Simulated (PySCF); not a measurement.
# Ionisation energy of Pm²⁺ by level of theory

Pm²⁺ [Xe] 4f5 (high-spin determinant) → Pm³⁺ [Xe] 4f4 (high-spin determinant), as a difference of total energies. Calculation: PySCF 2.14, in x2c-TZVPPall with one added diffuse shell each of s, p, d, f type (12s8p8d5f2g, 129 functions); scalar relativity by spin-free X2C-1e. Correlated levels: valence: [Kr] 4d10 frozen; valence and next inner shell: [Ar] 3d10 frozen. The calculations carry no spin-orbit coupling.

```
                                method  ionisation energy (eV)
                                   UHF                  20.110
                                   LDA                  24.279
                                   PBE                  23.801
                                  PBE0                  23.163
                                r2SCAN                  23.205
                         MP2 (valence)                  22.108
                     SCS-MP2 (valence)                  21.354
    MP2 (valence and next inner shell)                  22.533
SCS-MP2 (valence and next inner shell)                  21.758
```

How much does correlation contribute at MP2 (valence and next inner shell)?

22.533 − (20.110) = 2.423 eV, measured against UHF.

A first-order spin-orbit estimate (lowest level to lowest level, LS coupling) adds -0.115 eV.

Errors of the correlated levels include the incompleteness of this basis and the frozen core.

The determinant of Pm³⁺ and of Pm²⁺ mixes LS terms, which raises its energy above the lowest term, most at the Hartree-Fock and MP2 levels.

For comparison: 22.44 ± 0.08 eV (semi-empirical (NIST evaluation); NIST Atomic Spectra Database, ionization energies).
